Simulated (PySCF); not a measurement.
Al(H)2(NHMe) (CH₆AlN), SMILES [AlH2][NH]C. Atoms are numbered in the order given.

```xyz
9

Al     0.1172    -1.2272     0.0000
H     -0.9370    -2.4009     0.0000
H      1.6833    -1.4204     0.0000
N     -0.5050     0.4311     0.0000
C      0.2366     1.6844     0.0000
H     -1.5035     0.5866     0.0000
H      0.0204     2.2928    -0.8847
H      0.0204     2.2928     0.8847
H      1.3081     1.4777     0.0000
```
Charge 0, spin multiplicity 1.

Geometry optimised at B3LYP-D3(BJ)/def2-TZVP.

Level of theory: B3LYP/pcSseg-1 (PySCF).

GIAO shieldings, no solvent; atoms listed in one row are averaged. δ = σ(ref) − σ: ¹H against TMS (σ = 31.68 ppm); ¹⁵N against NH3 (σ = 265.5 ppm); ¹³C against TMS (σ = 181.3 ppm), references at their B3LYP-D3(BJ)/def2-TZVP geometries, non-relativistic.

Computed chemical shifts:
| nucleus | atoms | count | δ (ppm) |
|---|---|---|---|
| ¹H | H3 | 1 | 4.56 |
| ¹H | H2 | 1 | 4.40 |
| ¹H | H7, H8, H9 | 3 | 3.01 |
| ¹H | H6 | 1 | 2.20 |
| ¹⁵N | N4 | 1 | 87.8 |
| ¹³C | C5 | 1 | 36.2 |
